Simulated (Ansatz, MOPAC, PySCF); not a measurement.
Complex: C2H4 (SMILES C=C) (first 6 atoms) with CH4O (SMILES CO); geometry from B3LYP-D3(BJ)/def2-TZVP, rigid monomers moved along the line of their centres of mass till C2···H12 is 2.80 Å.
(charge 0, multiplicity 1):
```xyz
12

C      0.595    -0.267    -0.049
C     -0.646     0.202    -0.044
H      0.819    -1.282    -0.351
H      1.436     0.348     0.248
H     -0.870     1.219     0.256
H     -1.488    -0.411    -0.343
C      0.147     0.382     4.102
O     -0.318    -0.829     3.531
H      1.184     0.602     3.821
H      0.106     0.264     5.185
H     -0.479     1.238     3.826
H     -0.286    -0.740     2.570
```

Counterpoise-corrected where a basis set is named; no monomer relaxation. Rows marked so take none.

Rows in 3-21G, 6-31G* carry no dispersion term and start afresh at each structure (6-31G* with six Cartesian d functions). The state reached by PM6, PM7 isn't checked; PM7 holds dispersion and hydrogen-bond terms.

Run with Ansatz (a program for electronic structure); MOPAC for PM6, PM7 (differences of heats of formation); PySCF for 3-21G rows, 6-31G* rows, the dispersion terms. 

| level | interaction energy (kcal/mol) |
|---|---|
| PM6 | -0.93 |
| PM7 | -1.51 |
| HF/aug-cc-pVDZ | -1.15 |
| PBE-D4/def2-TZVPPD | -2.88 |
| B3LYP/3-21G (no counterpoise) | -3.04 |
| B3LYP/6-31G* | ___ |
| B3LYP/6-31G* (no counterpoise) | -2.68 |
| B3LYP-D3(BJ)/def2-TZVPPD | -2.70 |
| PBE0-D4/def2-TZVPPD | ___ |

Problem. Fill in the missing entries.

Solution. 
- B3LYP/6-31G*, interaction energy (kcal/mol): -1.80
- PBE0-D4/def2-TZVPPD, interaction energy (kcal/mol): -2.77
